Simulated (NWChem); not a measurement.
AlH₄O₄ anion; SMILES [OH][Al-]([OH])([OH])[OH]

```xyz
9

Al     0.0000     0.0000     0.0000
O      1.5293     0.0000    -0.9342
H      1.8725     0.8784    -1.1172
O      0.0000    -1.5293     0.9342
H      0.8784    -1.8725     1.1172
O      0.0000     1.5293     0.9342
H     -0.8784     1.8725     1.1172
O     -1.5293     0.0000    -0.9342
H     -1.8725    -0.8784    -1.1172
```
Atoms are numbered in this order, from 1.

Computed with NWChem. Pople sets run with spherical d functions. Medium grid unless said otherwise, to which SCAN and Minnesota functionals are sensitive. Geometry: optimised at B3LYP/def2-SVPD. Not confirmed as a minimum by frequencies.

Problem. Order these by “highest occupied level (eV)”, lowest first: PBE/6-31+G*; PBE0/6-31+G*; LC-wPBE (HJS exchange hole, range parameter 0.4 per bohr)/6-31+G*.

Solution. LC-wPBE (HJS exchange hole, range parameter 0.4 per bohr)/6-31+G* (-5.86), PBE0/6-31+G* (-2.95), PBE/6-31+G* (-1.30)
